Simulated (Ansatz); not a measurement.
Frontier orbitals of `O=C=[N][AlH][F]`.

Charge 0, multiplicity 1. All single points use the PBE0-D4/def2-TZVP geometry. It is one conformer, not always the lowest. Basis def2-TZVPP, the Gaussian-basis code of Ansatz.

A caution on the coupled-cluster cation, which keeps the state that its UHF reference found: spin contamination of the cation.

```csv
functional,HOMO (eV),LUMO (eV),gap (eV)
LDA (SPW92),-7.79,-2.37,5.42
PBE,-7.56,-2.08,5.48
r2SCAN,-7.87,-1.72,6.15
PBE0,-8.97,-1.30,7.67
B3LYP,-8.72,-1.55,7.17
ωB97M-V,-11.22,0.34,11.56
HF,-12.40,1.40,13.80
```

(1) What is the vertical ionisation energy at frozen-core CCSD(T)/CBS(def2)? (An estimate is asked.)

Results:

(1) Computed: 11.62 eV (T1 of the cation 0.031).

From PBE to PBE0 the HOMO moves by −1.42 eV and the LUMO by +0.78 eV, and with ωB97M-V by −3.67 and +2.42 eV, so the gap grows from 5.48 to 11.57 eV with exact exchange. A positive LUMO is unbound and depends on the basis. −ε(HOMO) differs from that ionisation energy by −4.06 eV with PBE and −0.39 eV with ωB97M-V.

B3LYP here is the variant with VWN-RPA as its local correlation; programs differ in this.
